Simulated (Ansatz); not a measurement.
Geometry optimisation, RKS PBE0-D4/def2-mTZVP (Ansatz 0.2.0).

Input:

```yaml
crystal:
  periodic: [false, false, false]
  atoms:
    - { symbol: C, position_ang: [-1.7084, 0.5436, 0.4389] }
    - { symbol: Si, position_ang: [0.0356, 0.3331, -0.0145] }
    - { symbol: Al, position_ang: [1.6322, 0.267, 1.6789] }
    - { symbol: B, position_ang: [0.2523, -1.4258, -1.0239] }
    - { symbol: C, position_ang: [0.4335, -0.0486, -1.7254] }
    - { symbol: H, position_ang: [-1.8554, 1.5064, 1.0638] }
    - { symbol: H, position_ang: [-2.1028, -0.2953, 0.9847] }
    - { symbol: H, position_ang: [-2.3135, 0.7412, -0.5058] }
    - { symbol: H, position_ang: [1.251, 0.5861, 3.2458] }
    - { symbol: H, position_ang: [3.1945, -0.0178, 1.3474] }
    - { symbol: H, position_ang: [0.0917, -2.6136, -1.0426] }
    - { symbol: H, position_ang: [1.5109, 0.1287, -1.9739] }
    - { symbol: H, position_ang: [-0.4012, 0.2602, -2.4588] }
basis:
  gaussian: { orbitals: def2-mTZVP }
hamiltonian:
  xc: pbe0
  dispersion: d4
relax:
  f_tol: 0.015
  max_steps: 40
```

Run as:

```bash
$ ansatz run input.yaml --threads 2 --pin off --max-ram 3072MiB --backend cpu --events-out ev --progress --plain --runs-dir out
```

Question: Where does it end, and by what steps?

Answer: It converged. The force dipped under the threshold on the way, but the program's further checks kept it going. After 22 steps the energy has fallen by 0.776 eV; H11 moved furthest, 1.07 Å.

| step | energy less start (eV) | largest force component (eV/Å) | accepted |
| --- | --- | --- | --- |
| 0 | 0.0000 | 2.591 | yes |
| 1 | -0.5291 | 1.420 | yes |
| 2 | -0.5488 | 0.946 | yes |
| 3 | -0.6403 | 0.498 | yes |
| 4 | -0.6689 | 0.169 | yes |
| 5 | -0.6825 | 0.130 | yes |
| 6 | -0.6914 | 0.217 | yes |
| 7 | -0.6992 | 0.295 | yes |
| 8 | -0.7075 | 0.218 | yes |
| 9 | -0.7164 | 0.187 | yes |
| 10 | -0.7215 | 0.239 | yes |
| 11 | -0.7282 | 0.232 | yes |
| 12 | -0.7428 | 0.299 | yes |
| 13 | -0.7513 | 0.354 | yes |
| 14 | -0.7599 | 0.224 | yes |
| 15 | -0.7701 | 0.139 | yes |
| 16 | -0.7710 | 0.170 | yes |
| 17 | -0.7747 | 0.079 | yes |
| 18 | -0.7753 | 0.033 | yes |
| 19 | -0.7756 | 0.020 | yes |
| 20 | -0.7758 | 0.012 | yes |
| 21 | -0.7759 | 0.017 | yes |
| 22 | -0.7760 | 0.012 | yes |

```xyz
13
Properties=species:S:1:pos:R:3
C -1.883 0.478 0.547
Si -0.142 -0.184 0.231
Al 1.716 0.358 1.659
B 0.057 -1.456 -1.213
C 0.726 -0.200 -1.644
H -1.925 1.564 0.431
H -2.198 0.244 1.568
H -2.607 0.032 -0.137
H 1.537 0.713 3.201
H 3.169 0.261 1.014
H -0.609 -2.263 -1.777
H 1.699 0.129 -1.280
H 0.479 0.288 -2.587
```

Time of the run: 76 s on 2 threads of Intel(R) Xeon(R) Platinum 8488C (Sapphire Rapids), on a shared host, peak memory 0.32 GiB.
